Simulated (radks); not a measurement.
B V, configuration 1s1. Method: Dirac Kohn-Sham, PBE, spin-unpolarised, spherical densities, point nucleus; computed with a radial shooting solver on a logarithmic mesh with Libxc functionals.

Normalised radial functions P(r) = r R(r) (large component), r in bohr:

```
   r/bohr * 1s1/2 (the largest magnitude, 1.63, reaches the edge; | marks zero)
  0.01465 |         *
  0.01706 |           *
  0.01986 |            *
  0.02312 |              *
  0.02691 |                 *
  0.03133 |                   *
  0.03648 |                      *
  0.04246 |                         *
  0.04943 |                            *
  0.05755 |                               *
    0.067 |                                   *
  0.07799 |                                       *
   0.0908 |                                          *
   0.1057 |                                              *
   0.1231 |                                                 *
   0.1433 |                                                   *
   0.1668 |                                                     *
   0.1942 |                                                      *
    0.226 |                                                      *
   0.2631 |                                                    *
   0.3063 |                                                 *
   0.3566 |                                            *
   0.4151 |                                      *
   0.4833 |                                *
   0.5626 |                         *
    0.655 |                  *
   0.7625 |            *
   0.8877 |        *
    1.033 |    *
    1.203 |  *
```

1s1/2: eigenvalue -300.16 eV, 0 radial nodes, <r> = 0.305 bohr, 90 % of the charge inside 0.544 bohr.
